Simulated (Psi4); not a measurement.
A run for Psi4: SAPT0/jun-cc-pV(D+d)Z on CH4O3 (a complex), monomers drawn apart or pushed together.

```
memory 2025 MB

molecule dimer {
0 1
O     0.68714879    0.14477863    0.20756427
H     0.35833907   -0.31763342   -0.57005566
H    -0.07470795    0.59903684    0.61143557
--
0 1
O    -1.28626133    0.59056233    3.78865814
C    -0.63260923   -0.14420787    4.49343076
O     0.40639755   -0.86866537    4.10782092
H    -0.83950202   -0.29232219    5.56065126
H     0.56166843   -0.70911517    3.13983403
units angstrom
symmetry c1
no_reorient
no_com
}

set {
  basis jun-cc-pV(D+d)Z
  scf_type df
  freeze_core true
}

energy('sapt0')
```

It printed:

```
[...]
==> Input File <==

--------------------------------------------------------------------------
memory 2025 MB

molecule dimer {
0 1
O     0.68714879    0.14477863    0.20756427
H     0.35833907   -0.31763342   -0.57005566
H    -0.07470795    0.59903684    0.61143557
--
0 1
O    -1.28626133    0.59056233    3.78865814
C    -0.63260923   -0.14420787    4.49343076
O     0.40639755   -0.86866537    4.10782092
H    -0.83950202   -0.29232219    5.56065126
H     0.56166843   -0.70911517    3.13983403
units angstrom
symmetry c1
no_reorient
no_com
}

set {
  basis jun-cc-pV(D+d)Z
  scf_type df
  freeze_core true
}

energy('sapt0')
--------------------------------------------------------------------------


   => Loading Basis Set <=

    Name: JUN-CC-PV(D+D)Z
    Role: ORBITAL
    Keyword: BASIS
    atoms 1, 4, 6  entry O          line   256 file jun-cc-pv_dpd_z.gbs
    atoms 2-3, 7-8 entry H          line    60 file jun-cc-pv_dpd_z.gbs
    atoms 5        entry C          line   188 file jun-cc-pv_dpd_z.gbs

   => Loading Basis Set <=

    Name: JUN-CC-PV(D+D)Z
    Role: ORBITAL
    Keyword: BASIS
    atoms 1, 4, 6  entry O          line   256 file jun-cc-pv_dpd_z.gbs
    atoms 2-3, 7-8 entry H          line    60 file jun-cc-pv_dpd_z.gbs
    atoms 5        entry C          line   188 file jun-cc-pv_dpd_z.gbs


  //>>>>>>>>>>>>>>>>>>>>>>>>>>>>>>>>>>>//
  //              Dimer HF             //
  //<<<<<<<<<<<<<<<<<<<<<<<<<<<<<<<<<<<//

   => Libint2 <=

    Primary   basis highest AM E, G, H:  7, 6, 3
    Auxiliary basis highest AM E, G, H:  7, 7, 4
    Onebody   basis highest AM E, G, H:  -, -, -
    Solid Harmonics ordering:            Gaussian


   => Loading Basis Set <=

    Name: JUN-CC-PV(D+D)Z
    Role: ORBITAL
    Keyword: BASIS
    atoms 1, 4, 6  entry O          line   256 file jun-cc-pv_dpd_z.gbs
    atoms 2-3, 7-8 entry H          line    60 file jun-cc-pv_dpd_z.gbs
    atoms 5        entry C          line   188 file jun-cc-pv_dpd_z.gbs


         ---------------------------------------------------------
                                   SCF
               by Justin Turney, Rob Parrish, Andy Simmonett
                          and Daniel G. A. Smith
                              RHF Reference
                        1 Threads,   1931 MiB Core
         ---------------------------------------------------------

  ==> Geometry <==

    Molecular point group: c1
    Full point group: C1

    Geometry (in Angstrom), charge = 0, multiplicity = 1:

       Center              X                  Y                   Z               Mass
    ------------   -----------------  -----------------  -----------------  -----------------
         O            0.687148790000     0.144778630000     0.207564270000    15.994914619570
         H            0.358339070000    -0.317633420000    -0.570055660000     1.007825032230
         H           -0.074707950000     0.599036840000     0.611435570000     1.007825032230
         O           -1.286261330000     0.590562330000     3.788658140000    15.994914619570
         C           -0.632609230000    -0.144207870000     4.493430760000    12.000000000000
         O            0.406397550000    -0.868665370000     4.107820920000    15.994914619570
         H           -0.839502020000    -0.292322190000     5.560651260000     1.007825032230
         H            0.561668430000    -0.709115170000     3.139834030000     1.007825032230

  Running in c1 symmetry.

  Rotational constants: A =      0.33148  B =      0.02106  C =      0.02004 [cm^-1]
  Rotational constants: A =   9937.38884  B =    631.36592  C =    600.88213 [MHz]
  Nuclear repulsion =  109.767439237051207

  Charge       = 0
  Multiplicity = 1
  Electrons    = 34
  Nalpha       = 17
  Nbeta        = 17

  ==> Algorithm <==

  SCF Algorithm Type is DF.
  DIIS enabled.
  MOM disabled.
  Fractional occupation disabled.
  Guess Type is SAD.
  Energy threshold   = 1.00e-08
  Density threshold  = 1.00e-08
  Integral threshold = 1.00e-12

  ==> Primary Basis <==

  Basis Set: JUN-CC-PV(D+D)Z
    Blend: JUN-CC-PV(D+D)Z
    Number of shells: 44
    Number of basis functions: 92
    Number of Cartesian functions: 96
    Spherical Harmonics?: true
    Max angular momentum: 2

   => Loading Basis Set <=

    Name: (JUN-CC-PV(D+D)Z AUX)
    Role: JKFIT
    Keyword: DF_BASIS_SCF
    atoms 1, 4, 6  entry O          line   258 file jun-cc-pvdz-jkfit.gbs
    atoms 2-3, 7-8 entry H          line    70 file jun-cc-pvdz-jkfit.gbs
    atoms 5        entry C          line   146 file jun-cc-pvdz-jkfit.gbs

  ==> Integral Setup <==

  DFHelper Memory: AOs need 0.026 GiB; user supplied 1.414 GiB.
  SCF_SUBTYPE=INCORE selected. In-core MEM_DF algorithm will be used.
  Using in-core AOs.

  ==> MemDFJK: Density-Fitted J/K Matrices <==

    J tasked:                   Yes
    K tasked:                   Yes
    wK tasked:                   No
    OpenMP threads:               1
    Algorithm:                 Core
    Schwarz Cutoff:      
[...]
  DOCC [    12 ]
    NA   [    12 ]
    NB   [    12 ]

  @DF-RHF Final Energy:  -188.78974907892339

   => Energetics <=

    Nuclear Repulsion Energy =             70.2070391269370759
    One-Electron Energy =                -397.8830142439654196
    Two-Electron Energy =                 138.8862260381049225
    Total Energy =                       -188.7897490789233927

Computation Completed


Properties will be evaluated at   0.000000,   0.000000,   0.000000 [a0]

Properties computed using the SCF density matrix


 Multipole Moments:

 ------------------------------------------------------------------------------------
     Multipole            Electronic (a.u.)      Nuclear  (a.u.)        Total (a.u.)
 ------------------------------------------------------------------------------------

 L = 1.  Multiply by 2.5417464519 to convert [e a0] to [Debye]
 Dipole X            :         21.5387205          -20.9993911            0.5393294
 Dipole Y            :          7.2427332           -7.7318313           -0.4890981
 Dipole Z            :       -186.5844798          186.7671176            0.1826378
 Magnitude           :                                                    0.7506328

 ------------------------------------------------------------------------------------

  Constructing Basis Sets for SAPT...

   => Loading Basis Set <=

    Name: (JUN-CC-PV(D+D)Z AUX)
    Role: RIFIT
    Keyword: DF_BASIS_SAPT
    atoms 1, 4, 6  entry O          line   188 file jun-cc-pvdz-ri.gbs
    atoms 2-3, 7-8 entry H          line    30 file jun-cc-pvdz-ri.gbs
    atoms 5        entry C          line   100 file jun-cc-pvdz-ri.gbs

   => Loading Basis Set <=

    Name: (JUN-CC-PV(D+D)Z AUX)
    Role: JKFIT
    Keyword: DF_BASIS_ELST
    atoms 1, 4, 6  entry O          line   258 file jun-cc-pvdz-jkfit.gbs
    atoms 2-3, 7-8 entry H          line    70 file jun-cc-pvdz-jkfit.gbs
    atoms 5        entry C          line   146 file jun-cc-pvdz-jkfit.gbs


  //>>>>>>>>>>>>>>>>>>>>>>>>>>>>>>>>>>>//
  //               SAPT0               //
  //<<<<<<<<<<<<<<<<<<<<<<<<<<<<<<<<<<<//



        SAPT0
    Ed Hohenstein
     6 June 2009

      Orbital Information
  --------------------------
    NSO        =        92
    NMO        =        92
    NRI        =       316
    NRI (Elst) =       408
    NOCC A     =         5
    NOCC B     =        12
    FOCC A     =         1
    FOCC B     =         3
    NVIR A     =        87
    NVIR B     =        80

    Elst10,r            =    -0.004680437394 [Eh]
    Exch10              =     0.000288813771 [Eh]
    Exch10 (S^2)        =     0.000288750166 [Eh]

    Maxiter = 50
    CPHF R converge = 1.000000E-08

    Iter     Energy [mEh]          dE [mEh]         Residual      Time [s]
       1      -0.13208112       0.132081121     2.571707e-03             0
       2      -0.16416891       0.032087786     1.460013e-03             0
       3      -0.17508616       0.010917255     2.817439e-04             0
       4      -0.17448333      -0.000602834     7.547119e-05             0
       5      -0.17421394      -0.000269388     1.577712e-05             0
       6      -0.17429682       0.000082878     2.541039e-06             0
       7      -0.17428776      -0.000009057     5.091365e-07             0
       8      -0.17428853       0.000000772     1.363198e-07             0
       9      -0.17428857       0.000000039     2.980661e-08             0
      10      -0.17428853      -0.000000038     5.706313e-09             0

    CHF Iterations converged

    Maxiter = 50
    CPHF R converge = 1.000000E-08

    Iter     Energy [mEh]          dE [mEh]         Residual      Time [s]
       1      -0.09597405       0.095974047     2.767230e-03             0
       2      -0.10738229       0.011408244     1.352514e-03             0
       3      -0.12293381       0.015551514     3.370359e-04             0
       4      -0.12228609      -0.000647714     1.478902e-04             0
       5      -0.12194185      -0.000344244     4.919556e-05             0
       6      -0.12202058       0.000078736     1.826933e-05             0
       7      -0.12206794       0.000047360     4.235261e-06             0
       8      -0.12206643      -0.000001509     1.233231e-06             0
       9      -0.12206271      -0.000003723     2.442908e-07             0
      10      -0.12206333       0.000000617     5.150905e-08             0
      11      -0.12206333       0.000000001     1.421757e-08             0
      12      -0.12206331      -0.000000023     4.246571e-09             0

    CHF Iterations converged

    Ind20,r (A<-B)      =    -0.000174288534 [Eh]
    Ind20,r (B<-A)      =    -0.000122063307 [Eh]
    Ind20,r             =    -0.000296351842 [Eh]
    Exch-Ind20,r (A<-B) =     0.000031711630 [Eh]
    Exch-Ind20,r (B<-A) =     0.000025572116 [Eh]
    Exch-Ind20,r        =     0.000057283746 [Eh]
    Disp20              =    -0.000425008260 [Eh]
    Disp20 (SS)         =    -0.000212504130 [Eh]
    Disp20 (OS)         =    -0.000212504130 [Eh]
    Exch-Disp20         =     0.000017544693 [Eh]
    Exch-Disp20 (SS)    =     0.000010258221 [Eh]
    Exch-Disp20 (OS)    =     0.000007286472 [Eh]

    SAPT Results
  --------------------------------------------------------------------------------------------------------
    Electrostatics                 -4.68043739 [mEh]      -2.93701881 [kcal/mol]     -12.28848669 [kJ/mol]
      Elst10,r                     -4.68043739 [mEh]      -2.93701881 [kcal/mol]     -12.28848669 [kJ/mol]

    Exchange                        0.28881377 [mEh]       0.18123338 [kcal/mol]       0.75828045 [kJ/mol]
      Exch10                        0.28881377 [mEh]       0.18123338 [kcal/mol]       0.75828045 [kJ/mol]
      Exch10(S^2)                   0.28875017 [mEh]       0.18119346 [kcal/mol]       0.75811346 [kJ/mol]

    Induction                      -0.27526195 [mEh]      -0.17272948 [kcal/mol]      -0.72270016 [kJ/mol]
      Ind20,r                      -0.29635184 [mEh]      -0.18596359 [kcal/mol]      -0.77807165 [kJ/mol]
      Exch-Ind20,r                  0.05728375 [mEh]       0.03594609 [kcal/mol]       0.15039846 [kJ/mol]
      delta HF,r (2)               -0.03619386 [mEh]      -0.02271199 [kcal/mol]      -0.09502696 [kJ/mol]

    Dispersion                     -0.40746357 [mEh]      -0.25568725 [kcal/mol]      -1.06979545 [kJ/mol]
      Disp20                       -0.42500826 [mEh]      -0.26669671 [kcal/mol]      -1.11585903 [kJ/mol]
      Exch-Disp20                   0.01754469 [mEh]       0.01100946 [kcal/mol]       0.04606359 [kJ/mol]
      Disp20 (SS)                  -0.21250413 [mEh]      -0.13334835 [kcal/mol]      -0.55792952 [kJ/mol]
      Disp20 (OS)                  -0.21250413 [mEh]      -0.13334835 [kcal/mol]      -0.55792952 [kJ/mol]
      Exch-Disp20 (SS)              0.01025822 [mEh]       0.00643713 [kcal/mol]       0.02693296 [kJ/mol]
      Exch-Disp20 (OS)              0.00728647 [mEh]       0.00457233 [kcal/mol]       0.01913063 [kJ/mol]

  Total HF                         -4.66688558 [mEh]      -2.92851491 [kcal/mol]     -12.25290640 [kJ/mol]
  Total SAPT0                      -5.07434914 [mEh]      -3.18420216 [kcal/mol]     -13.32270184 [kJ/mol]

  Special recipe for scaled SAPT0 (see Manual):
    Electrostatics sSAPT0          -4.68043739 [mEh]      -2.93701881 [kcal/mol]     -12.28848669 [kJ/mol]
    Exchange sSAPT0                 0.28881377 [mEh]       0.18123338 [kcal/mol]       0.75828045 [kJ/mol]
    Induction sSAPT0               -0.27522409 [mEh]      -0.17270572 [kcal/mol]      -0.72260075 [kJ/mol]
    Dispersion sSAPT0              -0.40745197 [mEh]      -0.25567997 [kcal/mol]      -1.06976500 [kJ/mol]
  Total sSAPT0                     -5.07429968 [mEh]      -3.18417112 [kcal/mol]     -13.32257198 [kJ/mol]
  --------------------------------------------------------------------------------------------------------



*** Psi4 exiting successfully. Buy a developer a beer!
```

The run finished.

Cost: about 6 core-seconds (a rough figure).
